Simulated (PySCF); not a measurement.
OsF2: from structure and modes to constants

Computed with PySCF, UPBE0, basis Os def2-TZVP with ECP60, F def2-TZVP (scalar-relativistic core potentials, no spin–orbit coupling, density fitting).

The quintet minimum has D∞h symmetry. Masses (u): Os 191.96148, F 18.99840.

```xyz
3
charge 0 multiplicity 5, angstrom
Os    0.0000    0.0000    0.0000
F     0.0000    0.0000    1.8766
F     0.0000    0.0000   -1.8766
```

Harmonic wavenumbers (cm⁻¹): 154.3 (πu, ×2), 663.5 (σu+, ×1), 668.9 (σg+, ×1).

Problem. Give the standard entropy (298.15 K, 1 bar) by its translational, rotational, vibrational and spin parts, and Cp.

Solution. Sackur–Tetrode with M = 229.96 u gives 176.7; rotation with symmetry number 2 gives 64.1; vibration 24.8; spin R ln 5 = 13.4. The total is 279.0 J/(mol K), and Cp = 7/2 R + 23.4 = 52.5 J/(mol K).

Problem. Find the bond force constant k and the stretch–stretch coupling k′ of the valence force field.

Solution. For linear XMX, 4π²c²ω(σg)² = (k + k′)/mX and 4π²c²ω(σu)² = (k − k′)(1 + 2mX/mM)/mX. So k + k′ = 5.008 and k − k′ = 4.113 mdyn/Å, giving k = 4.560 and k′ = 0.447 mdyn/Å.

This need not be the most stable arrangement of these atoms. With open d or f shells other occupations or spin states may lie lower. With an element this heavy the missing spin–orbit coupling can shift these numbers.
